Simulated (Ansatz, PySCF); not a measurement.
Process, species as SMILES: N[SiH2][SiH2]N → 2 N[SiH2] (the Si-Si bond at the site shown breaks; other sites are not compared here)
Geometries: B3LYP-D3(BJ)/def2-TZVP minima from Ansatz (an electronic-structure program), one conformer each, not searched for the lowest. Frequencies are from Ansatz or PySCF.

Property: bond dissociation energy (enthalpy at 298 K, with B3LYP-D3(BJ) rigid-rotor harmonic-oscillator terms), in kcal/mol. Correlated levels leave the core frozen unless marked. UHF or UKS for open shells. Spin-orbit coupling is left out. Non-relativistic. CBS marks a two-point X^-3 extrapolation of the correlation energy; Hartree-Fock from the larger set.

```csv
level,program,bond dissociation energy (kcal/mol)
PBE0/def2-TZVP,Ansatz,…
RPA@PBE/cc-pV(T+d)Z,Ansatz,66.9
CCSD/STO-3G,Ansatz,88.6
"CCSD(T)/CBS(aug-cc-pV(T+d)Z,aug-cc-pV(Q+d)Z)",Ansatz,73.3
```

### Question
Fill in the missing entries.

### Answer

- PBE0/def2-TZVP, bond dissociation energy (kcal/mol): 67.3
